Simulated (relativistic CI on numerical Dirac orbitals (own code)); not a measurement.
# Mo⁵⁺: L-alpha,beta X-ray emission

Computed with this model: Dirac-Coulomb-Breit CI, separate exchange-only KLI orbitals for each configuration, model QED, multiplet model of X-ray emission after core ionisation, unscaled Slater integrals; configurations [Kr] 4d → [He] 2s2 2p5 3s2 3p6 3d10 4s2 4p6 4d → [Ar] 3d9 4s2 4p6 4d; 300 K; Lorentzian 2 eV and Gaussian 0.6 eV FWHM. Energies are those of the free ion, without screening or charge transfer. S is read from ⟨S²⟩ = S(S + 1).

Computed curve for free ion, scaled to 100 at the maximum (points under 2 are left out and the grid is thinned):

```csv
Energy (eV),Intensity
2286.8,2.1
2287.4,2.4
2287.8,2.7
2288.4,3.3
2288.8,3.8
2289.4,4.9
2289.8,6.0
2290.4,8.4
2290.8,10.9
2291.4,15.5
2291.8,18.6
2292.4,22.9
2293.0,26.5
2293.4,29.7
2294.0,40.2
2294.4,53.2
2295.0,81.1
2295.4,96.7
2296.0,94.8
2296.4,78.4
2297.0,51.7
2297.4,38.0
2298.0,23.7
2298.4,17.6
2299.0,11.9
2299.6,8.5
2300.0,7.0
2300.6,5.4
2301.0,4.6
2301.6,3.7
2302.0,3.3
2302.6,2.7
2303.0,2.4
2303.6,2.1
2385.0,2.4
2385.6,2.4
2392.0,2.3
2392.4,2.6
2393.0,3.3
2393.4,4.0
2394.0,5.4
2394.4,6.9
2395.0,10.5
2395.4,14.4
2396.0,23.7
2396.4,31.8
2397.0,44.2
2397.4,50.5
2398.0,48.0
2398.6,34.9
2399.0,26.9
2399.6,18.3
2400.0,14.2
2400.6,9.5
2401.0,7.2
2401.6,5.1
2402.0,4.1
2402.6,3.2
2403.0,2.7
2403.6,2.1
```

The ground state has S = 0.50, and the centroid lies at 2330.09 eV.
